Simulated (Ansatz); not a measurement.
Geometry optimisation, RKS PBE/def2-SVP (Ansatz 0.2.0).

Input:

```yaml
crystal:
  periodic: [false, false, false]
  atoms:
    - { symbol: B, position_ang: [0.089776, -0.278797, -0.152221] }
    - { symbol: F, position_ang: [0.055907, -0.664533, 1.141771] }
    - { symbol: "N", position_ang: [1.336375, -0.106159, -0.788358] }
    - { symbol: H, position_ang: [2.21036, -0.398485, -0.352129] }
    - { symbol: H, position_ang: [1.398533, 0.203856, -1.757608] }
    - { symbol: O, position_ang: [-1.084791, -0.11556, -0.839859] }
    - { symbol: H, position_ang: [-1.856669, -0.200691, -0.254629] }
    - { symbol: Br, position_ang: [-0.103116, 2.667703, 1.201744] }
    - { symbol: H, position_ang: [0.101824, 1.328567, 1.857089] }
basis:
  gaussian: { orbitals: def2-SVP }
hamiltonian:
  xc: pbe
relax:
  f_tol: 0.03
  max_steps: 50
```

Launched with:

```bash
$ ansatz run input.yaml --threads 4 --pin off --max-ram 5120MiB --backend cpu --events-out ev --progress --plain --runs-dir out
```

Task: Where does it end, and by what steps?

Result: The forces met the threshold. The force dipped under the threshold on the way, but the program's further checks kept it going. After 30 steps the energy has fallen by 0.200 eV; Br8 moved furthest, 1.78 Å.

| step | energy less start (eV) | largest force component (eV/Å) | accepted |
| --- | --- | --- | --- |
| 0 | 0.0000 | 1.158 | yes |
| 2 | -0.1156 | 0.145 | yes |
| 4 | -0.1397 | 0.724 | yes |
| 6 | -0.1617 | 0.077 | yes |
| 8 | -0.1645 | 0.087 | yes |
| 10 | -0.1648 | 0.030 | yes |
| 12 | -0.1653 | 0.069 | yes |
| 14 | -0.1661 | 0.120 | yes |
| 16 | -0.1677 | 0.040 | yes |
| 18 | -0.1707 | 0.123 | yes |
| 20 | -0.1755 | 0.301 | yes |
| 22 | -0.1893 | 0.128 | yes |
| 24 | -0.1912 | 0.208 | yes |
| 26 | -0.1956 | 0.244 | yes |
| 28 | -0.1995 | 0.052 | yes |
| 30 | -0.2001 | 0.023 | yes |

```xyz
9
Properties=species:S:1:pos:R:3
B -0.210 -0.240 -0.375
F -0.759 0.293 0.773
N 1.098 0.123 -0.735
H 1.658 0.778 -0.191
H 1.544 -0.235 -1.577
O -0.965 -1.106 -1.120
H -1.842 -1.246 -0.723
Br 1.347 2.472 2.216
H 0.277 1.597 1.788
```

Whether the end is a true minimum wasn't checked by a vibrational analysis.

The run took 25 s on 4 threads of Intel(R) Xeon(R) Platinum 8488C (Sapphire Rapids) (shared host), peak memory 0.2 GiB.
